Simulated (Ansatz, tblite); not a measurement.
Isomers of Sn₂O₄ (singlet), found by a short tight-binding search and relaxed with r2SCAN-D4/def2-SVP in Ansatz.

In the def2 sets Sn takes a core potential; there is no spin–orbit coupling. The xTB rows come from tblite. Correlated methods freeze 12 core orbitals; core or outer-core shells of Sn are correlated, in sets that lack core-valence functions.

Run but left out: HF/def2-SVP (A: restricted singlet, unstable towards broken spin symmetry); B2PLYP/def2-TZVP (A: restricted singlet, unstable in another Hartree–Fock run and untested here).

A: The restricted singlet is unstable towards broken spin symmetry in Hartree–Fock (as tested in another run); at PBE-D4/def2-TZVP, r2SCAN-D4/def2-TZVP, PBE0-D4/def2-TZVP, CAM-B3LYP-D4/def2-TZVP this wasn't settled. At CCSD(T)/def2-SVP T1 of the charge 0 singlet is large (up to 0.020), so the single-reference result is doubtful. At CCSD(T)/def2-SVP the restricted singlet (for correlated methods, its reference) is unstable: a solution with broken spin symmetry lies lower. It holds 2 O–O bonds. B: The restricted singlet is unstable towards broken spin symmetry in Hartree–Fock (as tested in another run); at r2SCAN-D4/def2-TZVP, PBE0-D4/def2-TZVP, CAM-B3LYP-D4/def2-TZVP this wasn't settled. At CCSD(T)/def2-SVP T1 of the charge 0 singlet is large (up to 0.023), so the single-reference result is doubtful. At CCSD(T)/def2-SVP the restricted singlet (for correlated methods, its reference) is unstable: a solution with broken spin symmetry lies lower. It holds 2 O–O bonds.

Other spin states weren't relaxed.

A:

```csv
atom,x (Å),y (Å),z (Å)
Sn1,1.164,0.296,1.002
Sn2,-1.164,-0.296,-1.002
O3,0.643,1.008,-1.045
O4,-0.643,-1.008,1.045
O5,1.056,-0.470,-1.089
O6,-1.056,0.470,1.089
```

B:

```
atom   x (Å)   y (Å)   z (Å)
 Sn1   0.450  -1.783  -0.116
 Sn2  -1.409   0.882   0.354
  O3   1.232   0.476  -0.357
  O4  -1.073  -1.045   0.916
  O5   0.132   0.060  -1.304
  O6   0.669   1.411   0.506
```

Question: Estimate their order by electronic energy at PBE0-D4/def2-TZVP, counted from the lowest.

Answer: B (0.0) < A (9.5), in kcal/mol.

Question: Do the other levels pick the same lowest one?

Answer: Not GFN1-xTB. Energies above each level's lowest (kcal/mol):

```csv
level,A,B
GFN1-xTB,0.0,9.0
GFN2-xTB,7.8,0.0
PBE-D4/def2-TZVP,8.1,0.0
r2SCAN-D4/def2-TZVP,7.1,0.0
PBE0-D4/def2-TZVP,9.5,0.0
CAM-B3LYP-D4/def2-TZVP,11.0,0.0
MP2/def2-SVP,3.7,0.0
CCSD/def2-SVP,7.4,0.0
CCSD(T)/def2-SVP,6.4,0.0
```
Point groups (tolerance 0.1 Å): A D2h, B not assigned. Lower isomers may exist.
